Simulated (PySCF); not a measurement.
## Ionising IF

RHF-CCSD; basis I aug-cc-pVDZ-PP with ECP28, F aug-cc-pVDZ; scalar-relativistic core potentials; PySCF 2.14. Neutral (RHF): singlet (closed shell), Re = 1.944 Å, ωe = 630 cm⁻¹, De = 2.57 eV.

IF⁻ (UHF): doublet (σ ↑), Re = 2.346 Å, ωe = 301 cm⁻¹. The energies at the minima are -394.40935 hartree for IF and -394.48561 for IF⁻.

Q: Work out the adiabatic electron affinity, without and with harmonic zero-point energies (1 hartree = 27.2114 eV, 1 eV = 8065.5 cm⁻¹), and the change of the bond length.

A: At CCSD: 0.07626 hartree = 2.075 eV between the minima; the zero-point term (630.0 − 301.0)/2 cm⁻¹ = +0.020 eV makes it 2.096 eV. Re changes by +40.2 pm against the neutral. The electron enters a σ orbital, and the ion is left as a loose complex of an ion and an atom.

Correlated steps freeze 5 core orbitals. Correlated levels converge slowly with the basis: in double zeta they bind strong bonds too weakly, by up to about 1 eV, and carry superposition errors of some tenths. Spin–orbit coupling is left out, which matters for elements this heavy, above all for dissociation energies. Where the molecule has an RHF reference, its open-shell atoms are computed with UHF. States were picked by a PBE0 search and need not be the measured ground states.

Neutral and ion stand on different kinds of reference determinant, which adds to the error of the difference.
